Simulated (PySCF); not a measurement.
**Xe⁴²⁺: ionisation energy**

Xe⁴²⁺ [Ne] 3s2 (1S) → Xe⁴³⁺ [Ne] 3s1 (2S), as a difference of total energies. Calculation: PySCF 2.14, in an even-tempered Gaussian basis (16 s from 8.4 bohr⁻², ratio 2.5; 10 p from 11 bohr⁻², ratio 2.5; 4 d from 40 bohr⁻², ratio 2.7; 4 f from 60 bohr⁻², ratio 2.7); no relativity, point nucleus. Correlated levels: outer shells: 1s2 frozen; virtual orbitals above 40 to 60 times the deepest correlated orbital energy dropped. The calculations carry no spin-orbit coupling.

```
                method  ionisation energy (eV)
                   UHF                  3122.3
                   LDA                  3126.5
                   PBE                  3128.5
                  PBE0                  3127.3
                r2SCAN                  3122.1
                  PW91                  3129.1
                revPBE                  3127.8
    MP2 (outer shells)                  3126.4
SCS-MP2 (outer shells)                  3127.0
```

**Question.** How much does correlation contribute at MP2 (outer shells)?

**Answer.** 3126.4 − (3122.3) = 4.1 eV, measured against UHF.

The gap to the reference is mostly relativistic.

For comparison: 3243 ± 4 eV (theoretical estimate listed by NIST; NIST Atomic Spectra Database, ionization energies).
